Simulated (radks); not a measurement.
Values are calculated unless marked as measured or tabulated.
Q: Ionisation of Tl+, [Hg], to Tl2+, [Xe] 4f14 5d10 6s1, under several functionals. Dirac Kohn-Sham, spin-unpolarised, spherical densities, point nucleus; a radial shooting solver on a logarithmic mesh with Libxc functionals. Known Delta-SCF values: OLYP 20.490 eV; revPBE 20.658 eV. What does exchange-only PBE give, and what is its highest occupied eigenvalue?

A: 19.932 eV by Delta-SCF; the 6s1/2 eigenvalue is -15.444 eV. NIST: 20.428 eV (measured).

Beside tabulated values, note that spin-unpolarised runs miss the spin-polarisation part of the exchange energy of open shells.
